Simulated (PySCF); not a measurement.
H3NOSi, singlet, geometry from GFN2-xTB; PySCF with PBE0/cc-pVDZ, polarisability.

Input for PySCF:
```python
from pyscf import gto, scf, dft
from pyscf.prop import polarizability

mol = gto.Mole()
mol.atom = '''
    Si   -0.286011    0.077882    0.568738
    O     0.599914    1.222015   -0.173622
    H     1.034850    1.124058   -1.023432
    N    -0.207769   -1.234813   -0.537012
    H     0.287773   -1.232281   -1.421259
    H    -0.663396   -2.114565   -0.369572
'''
mol.basis = 'cc-pvdz'
mol.charge = 0
mol.spin = 0
mol.verbose = 4
mol.build()

mf = dft.RKS(mol)
mf.xc = 'pbe0'
mf.kernel()
alpha = mf.Polarizability().polarizability()[2, 2]
print('alpha_zz =', alpha)
```

What does PySCF print? Leave out banner, timings and long lists.


```
site-packages/pyscf/prop/efg/rhf.py:45: UserWarning: Module EFG is under testing
  warnings.warn('Module EFG is under testing')
site-packages/pyscf/prop/efg/dhf.py:30: UserWarning: Module EFG is under testing
  warnings.warn('Module EFG is under testing')
site-packages/pyscf/prop/zfs/uhf.py:40: UserWarning: Module ZFS is under testing
  warnings.warn('Module ZFS is under testing')
site-packages/pyscf/prop/gtensor/uhf.py:43: UserWarning: Module g-tensor is under testing
  warnings.warn('Module g-tensor is under testing')
site-packages/pyscf/prop/gtensor/uks.py:41: UserWarning: Module g-tensor is under testing
  warnings.warn('Module g-tensor is under testing')
site-packages/pyscf/prop/hfc/uks.py:35: UserWarning: Module HFC is under testing
  warnings.warn('Module HFC is under testing')
site-packages/pyscf/prop/magnetizability/rhf.py:39: UserWarning: Module magnetizability is under testing
  warnings.warn('Module magnetizability is under testing')
site-packages/pyscf/prop/magnetizability/uhf.py:37: UserWarning: Module magnetizability is under testing
  warnings.warn('Module magnetizability is under testing')
site-packages/pyscf/prop/magnetizability/rks.py:37: UserWarning: Module magnetizability is under testing
  warnings.warn('Module magnetizability is under testing')
site-packages/pyscf/prop/magnetizability/uks.py:39: UserWarning: Module magnetizability is under testing
  warnings.warn('Module magnetizability is under testing')
site-packages/pyscf/prop/polarizability/uhf.py:34: UserWarning: Module polarizability is under testing
  warnings.warn('Module polarizability is under testing')
site-packages/pyscf/prop/polarizability/rks.py:29: UserWarning: Module polarizability is under testing
  warnings.warn('Module polarizability is under testing')
site-packages/pyscf/prop/polarizability/uks.py:29: UserWarning: Module polarizability is under testing
  warnings.warn('Module polarizability is under testing')
PySCF version 2.14.0

[INPUT] verbose = 4
[INPUT] num. atoms = 6
[INPUT] num. electrons = 32
[INPUT] charge = 0
[INPUT] spin (= nelec alpha-beta = 2S) = 0
[INPUT] symmetry False subgroup None
[INPUT] Mole.unit = angstrom
[INPUT] Symbol           X                Y                Z      unit          X                Y                Z       unit  Magmom
[INPUT]  1 Si    -0.286011000000   0.077882000000   0.568738000000 AA   -0.540482458613   0.147175650033   1.074759056633 Bohr   0.0
[INPUT]  2 O      0.599914000000   1.222015000000  -0.173622000000 AA    1.133673158292   2.309273670110  -0.328098029199 Bohr   0.0
[INPUT]  3 H      1.034850000000   1.124058000000  -1.023432000000 AA    1.955583080006   2.124161768126  -1.934006187116 Bohr   0.0
[INPUT]  4 N     -0.207769000000  -1.234813000000  -0.537012000000 AA   -0.392626507175  -2.333458385053  -1.014805605605 Bohr   0.0
[INPUT]  5 H      0.287773000000  -1.232281000000  -1.421259000000 AA    0.543812156044  -2.328673598505  -2.685790262073 Bohr   0.0
[INPUT]  6 H     -0.663396000000  -2.114565000000  -0.369572000000 AA   -1.253636752132  -3.995948722591  -0.698389863308 Bohr   0.0

nuclear repulsion = 103.762639557896
number of shells = 24
number of NR pGTOs = 114
number of NR cGTOs = 61
basis = cc-pvdz
ecp = {}

******** <class 'pyscf.dft.rks.RKS'> ********
method = RKS
initial guess = minao
damping factor = 0
level_shift factor = 0
DIIS = <class 'pyscf.scf.diis.CDIIS'>
diis_start_cycle = 1
diis_space = 8
diis_damp = 0
SCF conv_tol = 1e-09
SCF conv_tol_grad = None
SCF max_cycles = 50
direct_scf = True
direct_scf_tol = 1e-13
XC library pyscf.dft.libxc version 7.1.2
    S. Lehtola, C. Steigemann, M. J. T. Oliveira, and M. A. L. Marques,  SoftwareX 7, 1–5 (2018)
XC functionals = pbe0
    C. Adamo and V. Barone,  J. Chem. Phys. 110, 6158 (1999)
    M. Ernzerhof and G. E. Scuseria,  J. Chem. Phys. 110, 5029 (1999)
radial grids:
    Treutler-Ahlrichs [JCP 102, 346 (1995); DOI:10.1063/1.469408] (M4) radial grids

becke partition: Becke, JCP 88, 2547 (1988); DOI:10.1063/1.454033
pruning grids: <function nwchem_prune>
grids dens level: 3
symmetrized grids: False
atomic radii adjust function: <function treutler_atomic_radii_adjust>
small_rho_cutoff = 0
Set gradient conv threshold to 3.16228e-05
Initial guess from minao.
tot grids = 76592
init E= -421.225747148053
  HOMO = -0.259831457905272  LUMO = -0.0714244754493616  gap/eV = 5.12682
cycle= 1 E= -420.92835129519  delta_E= 0.297  |g|= 0.769  |ddm|= 2.17
  HOMO = -0.16938864919737  LUMO = 0.0262384266238924  gap/eV = 5.32328
cycle= 2 E= -420.753655002126  delta_E= 0.175  |g|=  1.2  |ddm|=  1.2
  HOMO = -0.230669642992589  LUMO = -0.00575907573151202  gap/eV = 6.12013
cycle= 3 E= -421.040071168038  delta_E= -0.286  |g|= 0.12  |ddm|= 0.775
  HOMO = -0.240116555409918  LUMO = -0.0122665447459145  gap/eV = 6.20011
cycle= 4 E= -421.042589955323  delta_E= -0.00252  |g|= 0.0565  |ddm|= 0.116
  HOMO = -0.240967926950707  LUMO = -0.01158295021972  gap/eV = 6.24188
cycle= 5 E= -421.043273966911  delta_E= -0.000684  |g|= 0.0114  |ddm|= 0.046
  HOMO = -0.239041311124888  LUMO = -0.0101382088209916  gap/eV = 6.22877
cycle= 6 E= -421.043308893388  delta_E= -3.49e-05  |g|= 0.00103  |ddm|= 0.0122
  HOMO = -0.23919887701779  LUMO = -0.0102964828317398  gap/eV = 6.22875
cycle= 7 E= -421.043309175595  delta_E= -2.82e-07  |g|= 0.000165  |ddm|= 0.00127
  HOMO = -0.239187319891947  LUMO = -0.0102853600063475  gap/eV = 6.22874
cycle= 8 E= -421.043309183098  delta_E= -7.5e-09  |g|= 4.41e-05  |ddm|= 0.00021
  HOMO = -0.239190161195219  LUMO = -0.0102883694052682  gap/eV = 6.22874
cycle= 9 E= -421.043309183565  delta_E= -4.67e-10  |g|= 8.66e-06  |ddm|= 4.21e-05
  HOMO = -0.239190548851582  LUMO = -0.0102884933210836  gap/eV = 6.22874
Extra cycle  E= -421.043309183557  delta_E= 8.64e-12  |g|= 1.19e-05  |ddm|= 1.45e-05
converged SCF energy = -421.043309183557
Isotropic polarizability 35.3544766957
Polarizability anisotropy 7.71079263537
alpha_zz = 35.80201400172556
```
